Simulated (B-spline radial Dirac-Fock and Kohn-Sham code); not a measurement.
Subshell photoionisation cross sections of Mn⁶⁺ against photon energy

System: the Mn⁶⁺ ion in the configuration 1s2 2s2 2p6 3s2 3p6 3d1.

The run's input, task.json:

```json
{"items": [{
  "Z": 25,
  "q": 6,
  "cfg": [[1, 0, 2], [2, 0, 2], [2, 1, 6], [3, 0, 2], [3, 1, 6], [3, 2, 1]],
  "A": 55,
  "rrms": 3.7057,
  "do": ["binding", "quiet", "photo"],
  "hv": [28.4, 33.6, 34.4, 52.0, 176.0, 387.0, 404.0, 444.0, 449.0, 1160.0, 2260.0, 5590.0, 13300.0, 25700.0, 30000.0, 33200.0, 46800.0, 63500.0, 68100.0, 74700.0, 78300.0, 84900.0, 97600.0, 108000.0]
}]}
```

Command: `python xray_run.py task.json out`

The computed values come from a radial B-spline solver: Dirac-Hartree-Slater photoionisation with all multipoles and Dirac-Fock thresholds. Values are in kb; a dash marks an energy below the computed threshold.

| hν (eV) | 1s | 2s | 2p3/2 | 3p3/2 | 3d5/2 |
| --- | --- | --- | --- | --- | --- |
| 176 | – | – | – | 885 | 243 |
| 387 | – | – | – | 311 | 26.0 |
| 404 | – | – | – | 287 | 22.8 |
| 444 | – | – | – | 240 | 17.0 |
| 449 | – | – | – | 235 | 16.4 |
| 1160 | – | 92.2 | 250 | 28.7 | 0.687 |
| 2260 | – | 27.2 | 37.5 | 4.87 | 0.0576 |
| 5590 | – | 3.74 | 2.15 | 0.315 | 0.00141 |
| 13300 | 5.70 | 0.427 | 0.108 | 0.0169 | 3.14e-05 |
| 25700 | 0.877 | 0.0706 | 0.00976 | 0.00156 | 1.54e-06 |
| 30000 | 0.557 | 0.0455 | 0.00547 | 0.000881 | 7.51e-07 |
| 33200 | 0.413 | 0.0341 | 0.00374 | 0.000603 | 4.67e-07 |
| 46800 | 0.148 | 0.0125 | 0.00102 | 0.000166 | 9.44e-08 |
| 63500 | 0.0583 | 0.00505 | 0.000318 | 5.20e-05 | 2.31e-08 |
| 68100 | 0.0471 | 0.00409 | 0.000244 | 3.98e-05 | 1.68e-08 |
| 74700 | 0.0354 | 0.00309 | 0.000171 | 2.80e-05 | 1.10e-08 |
| 78300 | 0.0307 | 0.00268 | 0.000143 | 2.34e-05 | 8.85e-09 |
| 84900 | 0.0239 | 0.00210 | 0.000105 | 1.72e-05 | 6.12e-09 |
| 97600 | 0.0155 | 0.00137 | 6.19e-05 | 1.02e-05 | 3.25e-09 |
| 108000 | 0.0114 | 0.00101 | 4.22e-05 | 6.94e-06 | 2.06e-09 |

At 108000 eV the multipoles beyond E1 give 27.4 % of 1s, 27.8 % of 2s, 40.0 % of 2p3/2, 39.9 % of 3p3/2, 60.8 % of 3d5/2.

Run: 3.6 s of CPU time on 1 thread of Neoverse-N1 (shared host), peak memory 0.31 GiB.
